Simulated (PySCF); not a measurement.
**W²⁺: excitation energy**

W²⁺ [Xe] 4f14 5d4 (5D) → W²⁺ [Xe] 4f14 5d3 6s1 (5F), as a difference of total energies. All numbers are calculated (PySCF 2.14, the spin-free X2C one-electron Hamiltonian (Gaussian nucleus), in ANO-RCC-VTZP (8s7p5d3f2g1h, 104 functions)). Correlated levels: valence: [Xe] 4f14 frozen. The calculations carry no spin-orbit coupling.

| method | excitation energy (eV) |
| --- | --- |
| UHF | 1.362 |
| MP2 (valence) | 1.456 |
| SCS-MP2 (valence) | 1.393 |
| CCSD (valence) | 1.453 |
| CCSD(T) (valence) | 1.454 |

Problem. How much does correlation contribute at CCSD(T) (valence)?

Solution. 1.454 − (1.362) = 0.092 eV, measured against UHF.

A first-order spin-orbit estimate (lowest level to lowest level, LS coupling) adds -0.198 eV.

The basis was made for the ground configuration and has no added diffuse functions, so the excitation energy can come out too high.
